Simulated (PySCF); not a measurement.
# Potential energy of PbN along the bond

Set-up: Pb def2-SVP with ECP60, N def2-SVP; scalar-relativistic core potentials (PySCF 2.14). Energies in eV from Pb + N in their ground configurations at the same level. State: ²Π (doublet), unpaired electrons π ↑.

```tsv
R (Å)	r²SCAN
1.811	-0.953
1.895	-1.540
1.980	-1.842
2.043	-1.941
2.106	-1.965
2.169	-1.937
2.253	-1.849
2.359	-1.688
2.485	-1.464
2.654	-1.167
```

Q: Put a parabola through the three lowest points of the r²SCAN curve and estimate Re, k and ωe (reduced mass 13.12 u; 1 eV/Å² = 0.16022 mdyn/Å; ωe = 1302.8·√(k/μ) cm⁻¹).

A: Through R = 2.043, 2.106, 2.169 Å the second-order coefficient is 6.55 eV/Å², so Re ≈ 2.104 Å, k ≈ 2.10 mdyn/Å and ωe ≈ 521 cm⁻¹. A polynomial fit of higher order to the unrounded r²SCAN energies gives Re = 2.100 Å, k = 2.12 mdyn/Å, ωe = 524 cm⁻¹; anharmonicity and rounding make the difference.

The higher-order fit for each curve: r²SCAN: Re = 2.100 Å, ωe = 524 cm⁻¹, De = 1.97 eV.

⟨S²⟩ is raised (PbN 1.03), so spin contamination touches these numbers. ⟨S²⟩ of the unrestricted solution departs from its pure value on part of the curve, where spin states mix. These are scalar-relativistic numbers at best; spin–orbit coupling would shift them, the dissociation energy most. The state was picked by a PBE0 search and need not be the measured ground state.
